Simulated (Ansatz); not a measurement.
Reaction (silylene formation by 1,1-elimination): `N[SiH2]O[Si](N)(F)F` → `N[Si](O)(F)F` + `N[SiH]`

Calculated with Ansatz (gas phase, PBE0-D4/def2-TZVP geometries, no zero-point term in ΔE). CCSD(T)/CBS is the MP2 limit (def2-TZVPP, def2-QZVPP) plus CCSD(T) − MP2 in def2-TZVPP, frozen cores. This one scheme is used for every species. DFT in def2-TZVPP. Each species was taken in one conformer, which may not be the lowest.

`N[SiH2]O[Si](N)(F)F`:

```xyz
13

N     1.570    0.944   -0.535
Si    0.261    0.519   -1.561
O    -0.880   -0.352   -0.771
Si   -1.336   -0.903    0.669
N    -0.199   -0.475    1.824
F    -2.779   -0.350    1.014
F    -1.559   -2.469    0.577
H     1.701    1.900   -0.249
H     2.448    0.454   -0.592
H    -0.381    1.763   -2.044
H     0.757   -0.333   -2.666
H     0.637    0.007    1.536
H    -0.242   -0.705    2.800
```

`N[Si](O)(F)F`:

Cartesian coordinates in Å:
```
N 0.941 -0.501 0.546
Si -0.209 0.169 -0.488
O -1.424 0.874 0.316
F 0.322 1.302 -1.454
F -0.696 -1.009 -1.429
H 1.373 0.047 1.271
H 1.539 -1.246 0.230
H -1.846 0.364 1.008
```

`N[SiH]`:

```xyz
5

N     0.226   -0.368   -0.363
Si    0.392    0.547    1.068
H    -0.579   -0.384   -0.970
H     0.962   -0.972   -0.694
H    -1.001    1.176    0.958
```

```json
{"level": "ωB97M-V", "ΔE (eV)": "2.88"}
{"level": "MP2/def2-TZVPP", "ΔE (eV)": "3.05"}
```

(1) What does CCSD(T)/CBS give? (Estimate.)

Largest T1 diagnostic among the species: 0.015.

Results:

(1) Computed: +2.95 eV. The listed levels differ from it by -0.07, 0.10 eV.

From PBE to PBE0 (25 % exact exchange), in def2-TZVPP and without D4, ΔE moves by +0.21 eV. The D4 term adds +0.20 eV with B3LYP and +0.11 eV with PBE0; it sums over pairs of atoms, weighted by their polarisabilities, and B3LYP, whose exchange is more repulsive, gets the larger term.

B3LYP here is the variant with VWN-RPA as its local correlation; programs differ in this.
